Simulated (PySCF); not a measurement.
Zr(Cl)3(OH) (Cl3HOZr), SMILES [Cl][Zr]([OH])([Cl])[Cl], multiplicity 1.

Coordinates come from a PBE0-D3(BJ)/def2-SVP optimisation. The spin state was assumed, not searched. The isomer is the one that the SMILES or the coordinates give; other isomers of the formula were not compared. The def2 effective core potentials stand for the cores of Zr; spin–orbit coupling is left out. Other conformers were not sampled.

Computed with PBE/def2-TZVP (PySCF).

Symmetry labels are those of the subgroup Cs that the program uses (full group C3v).

Computed valence orbital energies around the gap with their symmetry:
```tsv
orbital	symmetry	energy (eV)
HOMO−7	A"	-9.10
HOMO−6	A'	-9.10
HOMO−5	A'	-8.50
HOMO−4	A"	-8.50
HOMO−3	A'	-8.41
HOMO−2	A"	-8.03
HOMO−1	A'	-8.03
HOMO	A"	-7.92
LUMO	A'	-2.78
LUMO+1	A"	-2.78
LUMO+2	A'	-1.90
LUMO+3	A"	-1.80
```
